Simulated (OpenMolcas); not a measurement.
## Os6+: effect of the basis set

| Quantity | Value |
| --- | --- |
| Program | OpenMolcas 26.06 |
| Method | SS-CASPT2, IPEA 0.25 Eh, imaginary shift 0.1 Eh (closed shells correlated: 5s 5p) |
| Active space | 2 electrons in 5 orbitals (5d) |
| State averaging | 2S+1 = 3 even, 10 roots; 2S+1 = 1 even, 15 roots |
| Spin-orbit coupling | state interaction with AMFI integrals over the reference wave functions, term energies averaged over their components |

A. ANO-R1 [7s5p4d2f], X2C, finite nucleus; CASPT2 step roughly 3 core-seconds
B. ANO-RCC-VDZP [7s6p4d2f1g], DKH2, point nucleus; CASPT2 step of the order of 4 core-seconds
C. ANO-R2 [8s6p5d3f1g], X2C, finite nucleus; CASPT2 step roughly 5 core-seconds
D. ANO-RCC-VTZP [8s7p5d3f2g1h], DKH2, point nucleus; CASPT2 step about 9 core-seconds
E. ANO-R3 [10s7p6d4f3g2h], X2C, finite nucleus; CASPT2 step of the order of 23 core-seconds
F. ANO-RCC-VQZP [9s8p6d4f3g2h], DKH2, point nucleus; CASPT2 step of the order of 18 core-seconds

Energies in cm-1 above 5d2 3F2, the measured ground level; measured values from van het Hof, Joshi, Wyart and Sugar, J. Res. Natl. Inst. Stand. Technol. 100, 687 (1995).

| Level | A | B | C | D | E | F | Measured |
| --- | --- | --- | --- | --- | --- | --- | --- |
| 5d2 3F2 | 0.0 | 0.0 | 0.0 | 0.0 | 0.0 | 0.0 | 0.0 |
| 5d2 3F3 | 10840 | 11320 | 10500 | 10610 | 10120 | 10080 | 10308 |
| 5d2 3P0 | 16780 | 16680 | 16310 | 16390 | 16440 | 16470 | 15837 |
| 5d2 3F4 | 19120 | 19740 | 18360 | 18530 | 17810 | 17770 |  |
| 5d2 3P1 | 23510 | 23770 | 22780 | 22980 | 22640 | 22630 | 22098 |
| 5d2 1G4 | 33650 | 34140 | 31910 | 32120 | 31340 | 31400 | 31274 |
| 5d2 3P2 [57 %] | 35020 | 35890 | 33650 | 33910 | 33040 | 33030 | 33127 |
| 5d2 1S0 | 60640 | 61430 | 58560 | 58600 | 57990 | 58200 | 57710 |

Deviations, from unrounded energies. A percentage is the sum of absolute deviations over the sum of measured energies, with the sign that they share, or ± where signs differ.

| Against measurement | Levels | A | B | C | D | E | F |
| --- | --- | --- | --- | --- | --- | --- | --- |
| mean absolute deviation (cm-1) | 6 | 1700 | 2100 | 560 | 710 | 290 | 350 |
| fine structure of the ground term (%) | 1 | +5.2 | +9.8 | +1.8 | +2.9 | -1.8 | -2.2 |
| other terms of the ground configuration (%) | 5 | +6.0 | +7.4 | +2.0 | +2.5 | ±1.0 | ±1.2 |

E lies closest to measurement on these levels and B furthest from it. The largest miss of E in the table is 5d2 3P0, by +600 cm-1. The ranking rests on the paired levels alone, and a cruder setting can come out closer through cancelling errors.

The two smallest mean deviations differ by little beside CASPT2's spread within terms, so their order carries little weight.

Among A to F the level of the table that moves most is 5d2 1S0, by 3400 cm-1 (lowest in E, highest in B). Moves below CASPT2's spread within the term are not significant.

Term energies are means over components that CASPT2 splits; among the terms shown or strongly mixed into the levels shown the widest spread is 590 cm-1 (5d2 1G, F). The basis is small and was not contracted for so high a charge (holds for A; B). Computed and measured levels are paired by configuration, term and J; levels that our copy of the source lacks, or whose pairing is in doubt (as where it misses far off the trend of its configuration), stay unpaired and out of the deviations. Levels of configurations outside the active space are missing. Levels that lie high or do not pair safely by name in every column are left out.

A share in square brackets marks a mixed level and gives the weight of the term that names it, the lowest over the columns.
